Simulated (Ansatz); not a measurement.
Species: sum formula AlOCl, charge 1, multiplicity 2. 
Geometry from a B3LYP-D3(BJ)/def2-TZVP (Ansatz, an electronic-structure program) optimisation:
```
Al
O 1 1.7072
Cl 1 2.0009 2 180.00
```
Charge +1, spin multiplicity 2.

Basis-set convergence of Hartree-Fock and CCSD(T) correlation energies (hartree) with Ansatz. Cores are frozen in the correlated levels unless marked. Open shells are spin-unrestricted. Spin-orbit coupling is left out. Non-relativistic.

| basis | functions | E(HF) | E(corr, CCSD(T)) |
|---|---|---|---|
| aug-cc-pV(D+d)Z | 87 | -776.05200 | -0.37378 |
| aug-cc-pV(T+d)Z | 156 | … | … |

Fill in the missing entries.


- aug-cc-pV(T+d)Z, E(HF): -776.09705
- aug-cc-pV(T+d)Z, E(corr, CCSD(T)): -0.47183
